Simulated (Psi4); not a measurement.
Pair of molecules, SMILES F with SMILES P (the first has 2 atoms); geometry from B3LYP-D3(BJ)/def2-TZVP, rigid monomers moved along the line of their centres of mass till H2···P3 is 2.06 Å.
(charge 0, multiplicity 1):
```xyz
6

F     -1.4437    -0.2289    -0.2438
H     -0.9465    -0.0506     0.5332
P      0.1433     0.3421     2.2376
H     -0.1741    -0.2759     3.4683
H      1.5288     0.0706     2.3001
H      0.2358     1.6517     2.7609
```

The numbers are results of Psi4 with SAPT0/jun-cc-pV(D+d)Z, not measurements.

Question: Which attractive term is largest, and how does the interaction split up?

Answer: electrostatics -52.6, exchange 84.4, induction -35.5, dispersion -11.5, total -15.2 kJ/mol; the largest attraction is electrostatics.
